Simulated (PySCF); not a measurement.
**Exercise with solution: oscillator strength and radiative lifetime**

GaFClBr, SMILES [F][Ga]([Cl])[Br].

The structure is a stationary point at PBE0-D3(BJ)/def2-SVP. The structure was generated by enumeration; whether it is a known compound was not checked.

TDA-M06-2X/def2-SVPD in PySCF 2.14.0 puts the first singlet state with f over 0.02 at 5.97 eV (vertical), with the transition dipole (-0.294, 0.237, 0.000) in atomic units.

Problem. Find the oscillator strength, the wavelength and the radiative lifetime that this transition would have in vacuum if emission retraced absorption.

Solution. 
|μ|² = 0.1426 au, so |μ| = 0.96 D. ΔE = 5.97/27.211 = 0.2194 hartree. f = (2/3) ΔE |μ|² = 0.021 (the program prints 0.021).
λ = 1239.84/5.97 = 208 nm; ν = 48151 cm⁻¹.
Einstein's coefficient A = 0.6670 ν² f s⁻¹ (ν in cm⁻¹) = 3.2e7 s⁻¹, so τ = 1/A = 31 ns. This state is S1. The figure is the radiative limit of this one transition; relaxation, internal conversion, crossing to triplets and a medium change what is measured.
